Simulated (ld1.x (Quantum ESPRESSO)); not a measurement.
**An all-electron radial function and its pseudo partner (zirconium)**

Columns: radius, all-electron u(r) and pseudo u(r) of the 4d shell (level -3.43 eV) of zirconium in the configuration [Kr] 4d2 5s2 5p0; BLYP, scalar-relativistic, RRKJ scheme, ld1.x (Quantum ESPRESSO) 7.5.

```
r (bohr)  all-electron   pseudo
   0.155        0.1927  -0.0031
   0.310        0.2976  -0.0238
   0.465        0.1615  -0.0744
   0.620       -0.0561  -0.1583
   0.775       -0.2636  -0.2692
   0.930       -0.4290  -0.3930
   1.085       -0.5471  -0.5122
   1.240       -0.6225  -0.6109
   1.395       -0.6637  -0.6785
   1.550       -0.6797  -0.7117
   1.705       -0.6778  -0.7142
   1.860       -0.6638  -0.6945
   2.015       -0.6418  -0.6621
   2.170       -0.6149  -0.6252
   2.325       -0.5851  -0.5888
   2.480       -0.5540  -0.5547
   2.635       -0.5226  -0.5226
   2.790       -0.4914  -0.4914
   2.945       -0.4610  -0.4610
   3.100       -0.4317  -0.4317
   3.255       -0.4036  -0.4036
   3.410       -0.3768  -0.3768
   3.565       -0.3513  -0.3513
   3.720       -0.3273  -0.3273
   3.875       -0.3046  -0.3046
   4.030       -0.2833  -0.2833
```

Task: How many radial nodes do the two functions have?

Result: The all-electron 4d function has n − l − 1 = 1; the pseudo-wave has 0, since the states of the same l below it are removed with the core.

Task: At about which radius was the pseudo-wave matched?

Result: 2.65 bohr, where the columns begin to agree (steps of 0.15 bohr).

Task: Is the pseudo-wave norm-conserving?

Result: Yes: the RRKJ scheme keeps the norm inside the radius equal to the all-electron one, which fixes the energy derivative of the logarithmic derivative at the level.
